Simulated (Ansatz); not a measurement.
Ga₃N₃H₁₂ (started as a model of: (H2Ga-mu-NH2)3), relaxed as a singlet with RKS PBE0-D4/def2-SVP in Ansatz, starting from the GFN2-xTB geometry. Force threshold 0.02 eV/Å.

Start:

```xyz
18

Ga    1.4755   -0.9013    1.0778
Ga    0.2816    1.8803   -0.3607
Ga   -1.4699   -1.1047   -0.5450
N     1.6447    0.4305   -0.4120
N    -1.3702    0.8688   -0.9281
N    -0.5081   -1.1937    1.1970
H     2.1399   -2.2041    0.5733
H     1.9039   -0.2373    2.4059
H     0.0543    2.3763    1.0831
H     0.6253    2.8601   -1.5120
H    -2.9578   -1.4286   -0.2529
H    -0.6893   -1.8484   -1.6500
H     2.5908    0.8241   -0.4172
H     1.5584   -0.0693   -1.3046
H    -1.4972    1.0039   -1.9367
H    -2.1854    1.3211   -0.5006
H    -0.9061   -0.4867    1.8259
H    -0.6904   -2.0911    1.6568
```

| step | energy (eV) | largest force component (eV/Å) | SCF passes |
| --- | --- | --- | --- |
| 1 | -161754.3528 | 0.484 | 15 |
| 2 | -161754.4402 | 0.183 | 17 |
| 3 | -161754.4504 | 0.053 | 19 |
| 4 | -161754.4566 | 0.054 | 17 |
| 5 | -161754.4582 | 0.056 | 18 |
| 6 | -161754.4586 | 0.022 | 13 |
| 7 | -161754.4589 | 0.003 | 19 |

Force components are those of the run's own axes.

End:

```xyz
18

Ga    1.508   -0.938    1.077
Ga    0.245    1.866   -0.339
Ga   -1.460   -1.097   -0.546
N     1.595    0.387   -0.430
N    -1.384    0.867   -0.963
N    -0.492   -1.092    1.209
H     2.028   -2.337    0.575
H     2.060   -0.199    2.353
H    -0.006    2.196    1.182
H     0.610    2.952   -1.422
H    -2.963   -1.501   -0.296
H    -0.532   -1.801   -1.608
H     2.526    0.808   -0.433
H     1.525   -0.103   -1.325
H    -1.482    0.981   -1.973
H    -2.208    1.327   -0.571
H    -0.857   -0.353    1.814
H    -0.713   -1.963    1.696
```

By distances, no bond broke or formed. The bond that changes most is Ga2–H9, from 1.54 to 1.58 Å (atoms count from 1).

No frequencies were taken in this run, so the end may be a saddle point.

Hardware: 4 threads of Arm Neoverse V2 on a shared host. Wall time 41 s, peak host memory 0.76 GiB.
